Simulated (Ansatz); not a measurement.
`FC(F)(F)C#Cc1ccc(C#Cc2ccc(C#Cc3ccc(C#Cc4ccc(C(F)(F)F)cc4)cc3)cc2)cc1`. Charge 0, multiplicity 3. Geometry PBE-D4/def2-SVP, that of the neutral singlet; atoms count from 1.

Cartesian coordinates in Å:
```
F -6.800 10.603 9.493
C -7.644 9.796 8.808
F -8.414 9.149 9.714
F -8.457 10.590 8.072
C -6.913 8.851 7.961
C -6.295 8.064 7.252
C -5.580 7.149 6.429
C -5.396 5.803 6.839
C -4.696 4.907 6.034
C -4.153 5.322 4.787
C -3.440 4.409 3.967
C -2.821 3.615 3.253
C -2.109 2.702 2.433
C -1.875 1.367 2.863
C -1.176 0.472 2.058
C -0.680 0.870 0.786
C 0.032 -0.043 -0.034
C 0.651 -0.837 -0.748
C 1.362 -1.750 -1.569
C 1.793 -1.376 -2.871
C 2.489 -2.272 -3.677
C 2.789 -3.583 -3.216
C 3.500 -4.497 -4.038
C 4.117 -5.291 -4.752
C 4.829 -6.205 -5.576
C 5.202 -7.484 -5.086
C 5.902 -8.379 -5.898
C 6.242 -8.022 -7.215
C 7.044 -8.962 -8.081
F 8.364 -8.644 -8.064
F 6.643 -8.912 -9.375
F 6.938 -10.247 -7.666
C 5.873 -6.759 -7.717
C 5.176 -5.859 -6.909
C 2.360 -3.958 -1.914
C 1.661 -3.062 -1.109
C -0.914 2.205 0.357
C -1.612 3.101 1.162
C -4.340 6.671 4.381
C -5.039 7.567 5.186
H -5.813 5.473 7.801
H -4.557 3.866 6.357
H -2.255 1.048 3.844
H -1.000 -0.559 2.400
H 1.567 -0.364 -3.237
H 2.817 -1.972 -4.683
H 4.933 -7.762 -4.058
H 6.183 -9.370 -5.514
H 6.131 -6.487 -8.751
H 4.886 -4.874 -7.300
H 2.586 -4.969 -1.548
H 1.333 -3.362 -0.104
H -0.535 2.523 -0.625
H -1.787 4.131 0.820
H -3.923 7.001 3.418
H -5.178 8.609 4.863
```

Single mean-field runs in def2-SVP are fitted with def2-universal-jkfit. At PBE0-D4/def2-SVP a singlet of charge 0 lies 2.29 eV below the triplet at the same geometry.

Question: Estimate the Mulliken populations of the heavy atoms from the PBE0/def2-SVP orbitals of Ansatz.

Answer: 
```tsv
atom	charge (e)	spin (α − β)
F1	-0.18	0.00
C2	0.64	0.00
F3	-0.18	0.00
F4	-0.18	0.00
C5	-0.17	0.11
C6	-0.01	-0.07
C7	-0.08	0.17
C8	0.02	-0.08
C9	0.01	0.13
C10	-0.07	-0.07
C11	0.00	0.29
C12	-0.01	-0.09
C13	-0.07	0.33
C14	0.01	-0.01
C15	0.01	0.10
C16	-0.08	0.23
C17	0.00	0.06
C18	0.01	0.28
C19	-0.08	-0.01
C20	0.01	0.16
C21	0.01	-0.10
C22	-0.07	0.26
C23	0.00	-0.11
C24	-0.01	0.19
C25	-0.07	-0.05
C26	0.01	0.07
C27	0.00	-0.04
C28	-0.18	0.08
C29	0.64	0.00
F30	-0.19	0.00
F31	-0.19	0.00
F32	-0.19	0.00
C33	0.01	-0.04
C34	0.01	0.07
C35	0.01	-0.10
C36	0.01	0.16
C37	0.01	0.10
C38	0.01	-0.01
C39	0.01	0.13
C40	0.02	-0.08
```
Mulliken values depend strongly on the basis.

Question: Where does the spin sit?

Answer: Summed by element: F 0.01, C 2.02, H -0.03, of 2 unpaired in all. Largest on single atoms: C13 0.33, C11 0.29, C18 0.28.

Question: And the Mayer bond orders between heavy atoms (over 0.3, the first 40 of 43)?

Answer: F1–C2 1.13 (1.35 Å); C2–F3 1.13 (1.35 Å); C2–F4 1.13 (1.35 Å); C2–C5 0.89 (1.46 Å); C5–C6 2.84 (1.23 Å); C6–C7 1.03 (1.42 Å); C7–C8 1.30 (1.42 Å); C7–C40 1.30 (1.42 Å); C8–C9 1.44 (1.39 Å); C9–C10 1.27 (1.42 Å); C10–C11 1.11 (1.42 Å); C10–C39 1.27 (1.42 Å); C11–C12 2.38 (1.23 Å); C12–C13 1.18 (1.42 Å); C13–C14 1.17 (1.42 Å); C13–C38 1.17 (1.42 Å); C14–C15 1.56 (1.39 Å); C15–C16 1.15 (1.42 Å); C16–C17 1.25 (1.42 Å); C16–C37 1.15 (1.42 Å); C17–C18 2.26 (1.23 Å); C18–C19 1.19 (1.42 Å); C19–C20 1.22 (1.42 Å); C19–C36 1.22 (1.42 Å); C20–C21 1.48 (1.39 Å); C21–C22 1.25 (1.42 Å); C22–C23 1.09 (1.42 Å); C22–C35 1.25 (1.42 Å); C23–C24 2.52 (1.23 Å); C24–C25 1.06 (1.42 Å); C25–C26 1.32 (1.42 Å); C25–C34 1.32 (1.42 Å); C26–C27 1.40 (1.40 Å); C27–C28 1.38 (1.41 Å); C28–C29 0.97 (1.51 Å); C28–C33 1.36 (1.41 Å); C29–F30 1.13 (1.36 Å); C29–F31 1.10 (1.36 Å); C29–F32 1.10 (1.35 Å); C33–C34 1.41 (1.40 Å).
